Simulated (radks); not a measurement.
Valence configurations of neutral oxygen (all share [He]). Method: scalar-relativistic Kohn-Sham, PBE, spin-polarised, spherical densities, finite nucleus; open shells are filled with parallel spins first; Fermi nuclear charge, rms radius 2.6991 fm; computed with a radial shooting solver on a logarithmic mesh with Libxc functionals. Energies are relative to 2s2 2p4; eigenvalues in eV for spin up.

| valence | E (eV) | moment (Bohr magnetons) | e(2p) | e(2s) |
|---|---|---|---|---|
| 2s2 2p4 | 0.000 | 2 | -10.224 | -25.216 |
| 2s1.5 2p4.5 | 7.379 | 2 | -10.555 | -25.621 |
| 2s1 2p5 | 14.736 | 2 | -10.883 | -26.021 |
| 2p6 | 31.454 | 0 | -9.845 | - |

NIST lists [He] 2s2 2p4 as the ground configuration; this level of theory agrees among the configurations tried. The energies are those of spherical high-spin densities, not of single terms.
